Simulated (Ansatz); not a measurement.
`[SiH3]NBS` + H₂ → `BS` + `N[SiH3]`  (hydrogenolysis of a B–N bond)

Gas-phase electronic energies from Ansatz, PBE0-D4/def2-TZVP geometries. CCSD(T)/CBS is the MP2 limit (def2-TZVPP, def2-QZVPP) plus CCSD(T) − MP2 in def2-TZVPP, frozen cores. This one scheme is used for every species. DFT in def2-TZVPP. One conformer a species, not always the lowest.

`[SiH3]NBS`:

```xyz
10

Si    1.692   -0.185    0.157
N     0.148    0.423   -0.371
B    -1.109   -0.045    0.043
S    -2.623    0.707   -0.612
H     2.488    0.896    0.797
H     1.433   -1.274    1.126
H     2.474   -0.700   -0.998
H     0.165    1.184   -1.038
H    -1.185   -0.941    0.829
H    -3.482   -0.065    0.067
```

H₂:

```xyz
2

H     0.017    0.366    0.070
H    -0.017   -0.366   -0.070
```

`BS`:

Cartesian coordinates in Å:
```
B -0.460 -0.352 0.029
S 0.447 1.109 0.425
H -1.537 -0.446 0.530
H -0.011 -1.184 -0.694
H 1.561 0.873 -0.290
```

`N[SiH3]`:

Cartesian coordinates in Å:
```
N 0.069 0.957 0.466
Si -0.053 -0.631 -0.184
H -0.692 1.605 0.344
H 0.953 1.439 0.441
H -1.363 -1.195 0.231
H 0.024 -0.735 -1.672
H 1.061 -1.440 0.374
```

```json
{"level": "PBE0", "ΔE (kJ/mol)": "87.0"}
{"level": "r2SCAN0", "ΔE (kJ/mol)": "91.8"}
{"level": "HF/def2-SVP", "ΔE (kJ/mol)": "81.1"}
{"level": "CCSD(T)/def2-TZVPP", "ΔE (kJ/mol)": "92.3"}
```

Problem. What does CCSD(T)/CBS give? (An estimate is asked.)

Solution. Computed: +93.0 kJ/mol. The listed levels differ from it by -6.0, -1.2, -11.9, -0.7 kJ/mol.

Problem. What do rigid-rotor, harmonic-oscillator terms from PBE0-D4/def2-TZVP frequencies (298.15 K, 1 bar) make of the CCSD(T)/CBS value? (Best estimate.)

Solution. Ansatz gave: ΔZPE = +14.3 kJ/mol, ΔH = +103.6 kJ/mol, ΔS = 43 J/(mol·K), ΔG = +90.7 kJ/mol.

Largest T1 diagnostic among the species: 0.015.

The D4 term adds +10.6 kJ/mol with B3LYP and +5.9 kJ/mol with PBE0; it sums over pairs of atoms, weighted by their polarisabilities, and B3LYP, whose exchange is more repulsive, gets the larger term. Leaving LDA and LC-ωPBE aside and taking each functional with its dispersion term where it has one, the values, not all of them listed here, spread over 10.0 kJ/mol, from B2PLYP to revPBE-D4. LDA lies +12.6 kJ/mol from PBE without D4.

B3LYP here is the variant with VWN-RPA as its local correlation; programs differ in this.
